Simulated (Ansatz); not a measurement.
One change: `NB(Cl)Cl` becomes `CNB(Cl)Cl`.

Ansatz, PBE0-D4/def2-TZVP geometries, multiplicity 1. Each molecule was computed in one conformer, which needn't be the lowest.

| property | `NB(Cl)Cl` |
| --- | --- |
| HOMO–LUMO gap (ωB97M-V/def2-TZVPP) / eV | 12.96 |
| HOMO energy (B3LYP/def2-TZVPP) / eV | -8.31 |
| LUMO energy (PBE0/def2-TZVPP) / eV | 0.17 |
| HOMO–LUMO gap (B3LYP/def2-TZVPP) / eV | 8.29 |
| HOMO energy (ωB97M-V/def2-TZVPP) / eV | -10.88 |
| size of the dipole moment (PBE/def2-TZVPP) / D | 2.77 |

What does the change do to each property? (Estimate.)

Computed: 
| property | `CNB(Cl)Cl` | shift |
| --- | --- | --- |
| HOMO–LUMO gap (ωB97M-V/def2-TZVPP) / eV | 12.31 | -0.65 |
| HOMO energy (B3LYP/def2-TZVPP) / eV | -7.69 | 0.62 |
| LUMO energy (PBE0/def2-TZVPP) / eV | 0.26 | 0.09 |
| HOMO–LUMO gap (B3LYP/def2-TZVPP) / eV | 7.76 | -0.53 |
| HOMO energy (ωB97M-V/def2-TZVPP) / eV | -10.20 | 0.68 |
| size of the dipole moment (PBE/def2-TZVPP) / D | 3.00 | 0.23 |

With PBE0 the HOMO rises by 0.64 eV and the LUMO rises by 0.09 eV, so the gap narrows by about 0.55 eV. PBE moves the HOMO by 0.57 eV and ωB97M-V by 0.68 eV. The zero-point energy changes by 74.6 kJ/mol with +9 modes. Dipoles are sizes alone; their direction can turn.

B3LYP here is the variant with VWN-RPA as its local correlation; programs differ in this.
